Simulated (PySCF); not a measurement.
Computed data sheet: `C=CCNN1CCCC1`

Compound: C₇H₁₄N₂.
Geometry (GFN2-xTB, Å), atoms numbered from 1 in this order:
```xyz
23
C7H14N2 angstrom
C      3.3407    0.7664   -0.9335
C      2.4920   -0.1704   -0.5517
C      1.9728   -0.3070    0.8515
N      0.6248    0.2118    1.0487
N     -0.3645   -0.5647    0.4137
C     -1.5729   -0.6430    1.2447
C     -2.7633   -0.3153    0.3376
C     -2.1358    0.5533   -0.7487
C     -0.7736   -0.1211   -0.9205
H      3.7550    1.4741   -0.2326
H      3.6674    0.8628   -1.9556
H      2.0851   -0.8701   -1.2698
H      1.9421   -1.3601    1.1399
H      2.6194    0.2379    1.5450
H      0.5824    1.1973    0.7767
H     -1.6477   -1.6445    1.6753
H     -1.4876    0.0768    2.0649
H     -3.1613   -1.2286   -0.1056
H     -3.5627    0.1878    0.8780
H     -2.7151    0.5748   -1.6695
H     -2.0088    1.5771   -0.3902
H     -0.0205    0.5383   -1.3573
H     -0.8727   -1.0066   -1.5581
```

From GFN2-xTB geometry:

```yaml
Point_group_of_the_GFN2-xTB_geometry: C1
Rotational_constants_A_B_C_of_the_GFN2-xTB_geometry: 3.811, 0.899, 0.787 GHz
```

**PBE0/pcSseg-1 ground state and GIAO shieldings, non-relativistic (PySCF)**

```yaml
Dipole_moment: 1.45 D
HOMO_energy: -6.18 eV
LUMO_energy: 0.33 eV
HOMO–LUMO_gap: 6.51 eV
Lowest_Hirshfeld_atomic_charge: -0.12 e on N4
Highest_Hirshfeld_atomic_charge: +0.09 e on H15
13C_chemical_shifts_computed_TMS_as_zero_by_class: 152.6 (C2), 121.9 (C1), 63.7 (C6/C9), 62.0 (C3), 28.1 (C7/C8) ppm
1H_chemical_shifts_computed_TMS_as_zero_by_class: 6.88 (H12), 5.34 (H10), 5.33 (H11), 3.42 (H13/H14), 3.21 (H16/H17/H22/H23), 2.16 (H15), 1.52 (H18/H19/H20/H21) ppm
Isotropic_shieldings_of_nuclei_other_than_C_and_H_by_class: 122 (N4), 165 (N5) ppm
Mayer_bond_orders_between_heavy_atoms: C1–C2 1.96, C2–C3 1.03, C3–N4 0.97, N4–N5 0.99, N5–C6 0.91, C6–C7 1.03, C7–C8 1.03, C8–C9 1.02, C9–N5 0.93
```

Monoisotopic mass from the formula: 126.1157 u.

A dipole of 1.45 D is allowed in C1, and pure rotational transitions are dipole-allowed. In atomic units the dipole is 0.57 e·bohr (1 au = 2.5417 D). The rotational constants make it an asymmetric top with κ = (2B − A − C)/(A − C) = -0.93, nearer the prolate limit (−1). With B = h/(8π²I), that is 505.379 GHz u Å² over I, the principal moments of inertia are 132.6, 562.2 and 642.2 u Å² (most abundant isotopes); the inertial defect Ic − Ia − Ib is -52.6 u Å² (zero for a rigid planar frame, negative otherwise).

Isolated species at its GFN2-xTB geometry (one conformer only). GFN2-xTB frequencies show an imaginary mode (34i cm⁻¹), so this geometry is no minimum at that level. NMR classes are plain means over equivalent atoms (diastereotopic ones count apart unless rotation or inversion swaps them), as if these changed places fast; in this geometry the members of some classes differ.

For the NMR shielding job (PBE0/pcSseg-1), cost: about 2.1 min of CPU time on one thread; the machine was shared, so the figure is rough.
